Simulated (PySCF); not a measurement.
C3H4F2Si, SMILES C#CC(F)(F)[SiH3].

Geometry optimised at PBE0-D3(BJ)/def2-SVP. This is a generated structure with no PubChem entry under its InChIKey; it may be hypothetical.

Two levels are set side by side: TDDFT-PBE/def2-SVPD (PySCF) and TDDFT-CAM-B3LYP/def2-SVPD (PySCF). Vertical, same geometry. The lowest singlet is HOMO→LUMO 98 % with PBE and HOMO→LUMO+1 80 % with the other functional; states are paired by order. Differences are taken from unrounded values.

| quantity | TDDFT-CAM-B3LYP |
|---|---|
| lowest singlet excitation (eV) | 6.11 |
| lowest triplet excitation (TDA) (eV) | 5.10 |
| first bright state (f over 0.05) (eV) | 7.75 |
| its oscillator strength | 0.12 |

Task: What does TDDFT-PBE give, and how far is it from TDDFT-CAM-B3LYP? (Estimate from the structure and the level; the computed values follow.)

Result: 
```json
[
 {"quantity": "lowest singlet excitation (eV)", "TDDFT-PBE": "5.88", "TDDFT-PBE minus TDDFT-CAM-B3LYP": "-0.23"},
 {"quantity": "lowest triplet excitation (TDA) (eV)", "TDDFT-PBE": "5.01", "TDDFT-PBE minus TDDFT-CAM-B3LYP": "-0.08"},
 {"quantity": "first bright state (f over 0.05) (eV)", "TDDFT-PBE": "6.13", "TDDFT-PBE minus TDDFT-CAM-B3LYP": "-1.62"},
 {"quantity": "its oscillator strength", "TDDFT-PBE": "0.06", "TDDFT-PBE minus TDDFT-CAM-B3LYP": "-0.06"}
]
```

A lower first singlet is the usual sign of a functional without exact exchange. Differences between two approximate levels are no errors against the true value.

Rough cost on one machine, each run with all the roots and properties that it gave: TDDFT-CAM-B3LYP against TDDFT-PBE about 7 times.
